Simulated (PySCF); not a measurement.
Compound: C6H8P (charge -1).
Bonds: C1–C2, C2–C3 (aromatic), C3–P4 (aromatic), P4–C5 (aromatic), C5–C6, C5–C7 (aromatic), C2–C7 (aromatic). Hydrogens: H8, H9, H10 on C1; H11 on C3; H12, H13, H14 on C6; H15 on C7.

The same species was optimised twice, with GFN2-xTB and with PBE0-D3(BJ)/def2-SVP (PySCF), and the same property calculations (PySCF, gas phase) were run on both structures.

```csv
coordinate,GFN2-xTB,PBE0-D3(BJ)/def2-SVP,change
C2–C3 (Å),1.378,1.399,+0.021
C5–C7 (Å),1.381,1.398,+0.017
C3–P4 (Å),1.746,1.763,+0.017
C2–C7 (Å),1.403,1.418,+0.015
P4–C5 (Å),1.757,1.769,+0.012
C1–C2 (Å),1.502,1.503,+0.001
C5–C6 (Å),1.501,1.501,0.000
C3–P4–C5 (°),89.5,90.2,+0.7
C6–C5–C7 (°),123.8,124.3,+0.5
C2–C3–P4 (°),113.3,112.8,-0.5
P4–C5–C7 (°),111.9,111.5,-0.4
C2–C7–C5 (°),113.5,113.8,+0.3
C1–C2–C3 (°),124.3,124.4,+0.1
C3–C2–C7 (°),111.9,111.8,-0.1
P4–C5–C6 (°),124.3,124.2,-0.1
```

Rotational constants: A = 3976, B = 1825, C = 1271 MHz (GFN2-xTB) against A = 3927, B = 1790, C = 1249 MHz (PBE0-D3(BJ)/def2-SVP).

On the GFN2-xTB structure: HOMO (eV) -0.12 [PBE0/pcSseg-1]; LUMO (eV) 5.55 [PBE0/pcSseg-1]; GIAO shielding of C1 (ppm) 164.6 [PBE0/pcSseg-1]; GIAO shielding of C2 (ppm) 63.9 [PBE0/pcSseg-1]; GIAO shielding of C3 (ppm) 58.8 [PBE0/pcSseg-1]; GIAO shielding of P4 (ppm) 244.0 [PBE0/pcSseg-1]; GIAO shielding of C5 (ppm) 40.5 [PBE0/pcSseg-1]; GIAO shielding of C6 (ppm) 165.1 [PBE0/pcSseg-1]; GIAO shielding of C7 (ppm) 68.4 [PBE0/pcSseg-1].

Task: What do these properties become on the PBE0-D3(BJ)/def2-SVP structure?

Result: 
```json
{"property": "HOMO (eV)", "level": "PBE0/pcSseg-1", "on GFN2-xTB": "-0.12", "on PBE0-D3(BJ)/def2-SVP": "-0.16", "change": "-0.04"}
{"property": "LUMO (eV)", "level": "PBE0/pcSseg-1", "on GFN2-xTB": "5.55", "on PBE0-D3(BJ)/def2-SVP": "5.48", "change": "-0.07"}
{"property": "energy, GFN2-xTB geometry as zero (kcal/mol)", "level": "PBE0/pcSseg-1", "on GFN2-xTB": "0.0", "on PBE0-D3(BJ)/def2-SVP": "-0.8", "change": "-0.8"}
{"property": "GIAO shielding of C1 (ppm)", "level": "PBE0/pcSseg-1", "on GFN2-xTB": "164.6", "on PBE0-D3(BJ)/def2-SVP": "162.9", "change": "-1.7"}
{"property": "GIAO shielding of C2 (ppm)", "level": "PBE0/pcSseg-1", "on GFN2-xTB": "63.9", "on PBE0-D3(BJ)/def2-SVP": "59.5", "change": "-4.4"}
{"property": "GIAO shielding of C3 (ppm)", "level": "PBE0/pcSseg-1", "on GFN2-xTB": "58.8", "on PBE0-D3(BJ)/def2-SVP": "53.2", "change": "-5.6"}
{"property": "GIAO shielding of P4 (ppm)", "level": "PBE0/pcSseg-1", "on GFN2-xTB": "244.0", "on PBE0-D3(BJ)/def2-SVP": "230.8", "change": "-13.2"}
{"property": "GIAO shielding of C5 (ppm)", "level": "PBE0/pcSseg-1", "on GFN2-xTB": "40.5", "on PBE0-D3(BJ)/def2-SVP": "38.4", "change": "-2.1"}
{"property": "GIAO shielding of C6 (ppm)", "level": "PBE0/pcSseg-1", "on GFN2-xTB": "165.1", "on PBE0-D3(BJ)/def2-SVP": "163.5", "change": "-1.6"}
{"property": "GIAO shielding of C7 (ppm)", "level": "PBE0/pcSseg-1", "on GFN2-xTB": "68.4", "on PBE0-D3(BJ)/def2-SVP": "64.3", "change": "-4.1"}
```

The heavy atoms differ by 0.016 Å rms after alignment. Among bonds between heavy atoms C2–C3 changes most (+0.021 Å). Changes are differences of the printed values. Neither structure is proved a minimum here. Geometry: PBE0-D3(BJ)/def2-SVP; no solvent, vibrations or thermal averaging. The geometry's basis has no diffuse functions, a weakness for an anion.
